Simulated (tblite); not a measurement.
Species: C2H12GeSSi2.
Structure used (GFN2-xTB), in Å, numbered top down from 1:
```xyz
18
C2H12GeSSi2 angstrom
C     -2.6362   -1.3267   -1.1187
Si    -1.0157   -0.7389   -0.3360
C     -1.3036    0.6792    0.8957
S      0.2330   -0.1005   -1.9825
Ge     1.7766    1.1079   -0.9359
Si     2.9349    0.0783    0.8364
H     -2.4529   -2.1387   -1.8151
H     -3.1261   -0.5291   -1.6701
H     -3.3248   -1.6846   -0.3601
H     -0.3030   -1.8410    0.3277
H     -2.0349    0.3993    1.6477
H     -1.6698    1.5698    0.3906
H     -0.3836    0.9492    1.4111
H      1.1055    2.4281   -0.5626
H      2.6490    1.5372   -2.1040
H      3.5045    1.1221    1.6860
H      4.0089   -0.7685    0.3228
H      2.0294   -0.7370    1.6487
```

All values are computed: GFN2-xTB (tblite) harmonic vibrations without scaling, gas phase. The method is semi-empirical: single wavenumbers can be off by several per cent or more. Modes of hydrogen on germanium and silicon can be 10 to 20 % off. One conformer, not necessarily the lowest. The optimisation stopped once no atom felt more than 0.01 eV/Å.

Lowest wavenumbers of the output (negative numbers stand for imaginary wavenumbers):
```
mode    cm-1
  1     -35.7
  2      48.3
  3      50.3
  4      80.6
  5     104.8
  6     107.7
  7     130.7
  8     146.5
  9     175.4
 10     202.8
 11     316.2
 12     338.9
 13     394.5
 14     453.0
 15     460.0
```

Q: Is this structure a minimum?

A: Not by this Hessian. 1 mode is imaginary beyond 20i (36i cm⁻¹), so at this level the point lies at or near a first-order saddle. The curvature is small, so loose convergence or finite differences may be the whole cause.

Q: Which atoms move in the imaginary mode?

A: 36i: H16 (Si–H hydrogen) 28 %, H17 (Si–H hydrogen) 28 %, H18 (Si–H hydrogen) 22 %. These are shares of the mass-weighted motion.

Q: What is the remedy?

A: Step along that mode in both directions, optimise again with tighter thresholds and repeat the frequencies. The zero-point energy of this point (76.4 kcal/mol) counts the 47 real modes alone, and thermal corrections from it aren't those of a minimum.
